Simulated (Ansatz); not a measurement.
Z-matrix (Å, degrees):
```
Si
Cl 1 2.058
N 1 1.718 2 111.7
H 1 1.478 2 105.9 3 -120.8
H 1 1.477 2 108.2 3 117.8
Si 3 1.723 1 127.5 2 105.3
H 3 1.012 1 117.0 2 -67.0
Cl 6 2.065 3 111.1 1 63.5
H 6 1.490 3 107.0 1 -178.6
```

The species carries charge 0 and has multiplicity 2.

(1) List the PBE/def2-TZVPP orbital energies in eV (Ansatz). (Best estimate.)

Answers

(1) Ansatz gave: α occupied: -2739.07, -2738.96, -1781.07, -1780.94, -380.91, -249.64, -249.55, -190.34, -190.23, -190.18, -190.17, -190.08, -190.07, -138.65, -138.56, -95.44, -95.39, -95.35, -95.34, -95.28, -95.25, -21.91, -20.63, -20.47, -13.97, -13.52, -11.57, -10.33, -9.85, -9.51, -9.27, -8.63, -8.14, -7.91, -7.65, -7.37, -5.07. α empty: -1.03, -0.61, -0.27, 0.32, 0.67, 0.88, 1.12, 1.51. β occupied: -2739.05, -2738.96, -1781.00, -1780.94, -380.87, -249.62, -249.55, -190.30, -190.23, -190.16, -190.15, -190.08, -190.07, -138.56, -138.56, -95.35, -95.34, -95.29, -95.28, -95.25, -95.23, -21.81, -20.56, -20.41, -13.92, -13.29, -11.45, -10.24, -9.80, -9.36, -9.23, -8.40, -8.11, -7.84, -7.64, -7.23. β empty: -3.44, -0.79, -0.45, -0.04, 0.46, 0.79, 0.99, 1.28. ⟨S²⟩ = 0.752.
